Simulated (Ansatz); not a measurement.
Species: CH5In, net charge 0, singlet state. SMILES: [CH3][InH2]
Geometry from a B3LYP-D3(BJ)/def2-TZVP (Ansatz, a program for electronic structure) optimisation:
```xyz
7

C     -1.8537     0.0738    -0.1101
In     0.3149    -0.0128     0.0174
H     -2.2707    -0.0185     0.8950
H     -2.1749     1.0304    -0.5212
H     -2.2451    -0.7372    -0.7220
H      1.2177     1.4046     0.4597
H      1.1632    -1.4946    -0.3029
```

Computed values are from Ansatz. Correlated levels leave the core frozen unless marked. Open shells are spin-unrestricted. No spin-orbit coupling. Frozen are the shells of the preceding noble gas and the d and f shells that filled before the atom's block. Past Kr the def2 sets carry scalar-relativistic core potentials. Basis-set limits of correlation are two-point, X^-3; Hartree-Fock from the larger set.

Task: What is the total energy at CCSD(T)/CBS(def2-TZVPPD,def2-QZVPPD)?

Result: -230.2996 Eh.

Task: What is the T1 diagnostic at CCSD/def2-QZVPPD?

Result: 0.009.

Task: What is the dipole moment at CCSD(T)/def2-SVPD?

Result: 0.57 D.

Task: What is the vertical ionisation energy (to the doublet) at CCSD(T)/CBS(def2-TZVPPD,def2-QZVPPD)?

Result: 9.83 eV.

Task: What is the atomisation energy De at CCSD(T)/CBS(def2-TZVPPD,def2-QZVPPD)?

Result: 473.9 kcal/mol.
